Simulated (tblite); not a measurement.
Write Cartesian coordinates for InChI=1S/C4H2F3S/c5-3(1-2-8)4(6)7/h1-2H as optimised with GFN2-xTB. (Doublet state.)

```xyz
10
C4H2F3S angstrom
F      2.2913   -1.1013    0.3561
C      1.8582    0.1356    0.1677
F      2.8615    0.9738   -0.0091
C      0.5488    0.4623    0.1631
F      0.2410    1.7564   -0.0396
C     -0.5190   -0.4585    0.3563
C     -1.8282   -0.0823    0.3438
S     -3.1110   -1.1480    0.5692
H     -0.2447   -1.4901    0.5170
H     -2.0890    0.9567    0.1817
```

Any rigid rotation of these coordinates is as good. Atoms count from 1 in this order. C6 (carbon bonded to 2 C and H) is planar (angles 122.8°, 120.6° and 116.6°, sum 360.0°, 0.00 Å off the plane of its three neighbours). C4 (carbon bonded to 2 C and F) is planar (angles 124.8°, 118.1° and 117.1°, sum 360.0°, 0.00 Å off the plane of its three neighbours). The C–F distances run from 1.319 Å (C2–F3, drawn single) to 1.346 Å (C4–F5, drawn single), a spread of 0.027 Å. C2 (carbon bonded to C and 2 F) is planar (angles 125.7°, 123.0° and 111.3°, sum 360.0°, 0.00 Å off the plane of its three neighbours).

Bonds between heavy atoms (Å): F1–C2 1.324, C2–F3 1.319, C2=C4 1.350, C4–F5 1.346, C4–C6 1.423, C6–C7 1.362, C7=S8 1.683.

The geometry is computed with GFN2-xTB (gas phase). This method treats the open shell by occupation alone, without spin polarisation.

Point group: Cs (every atom within 0.08 Å of its image). Its GFN2-xTB frequencies are all real (lowest 89 cm⁻¹). Torsions: C2–C4–C6–C7 180°, C4–C6–C7–S8 180°.

One conformer stands for the species.
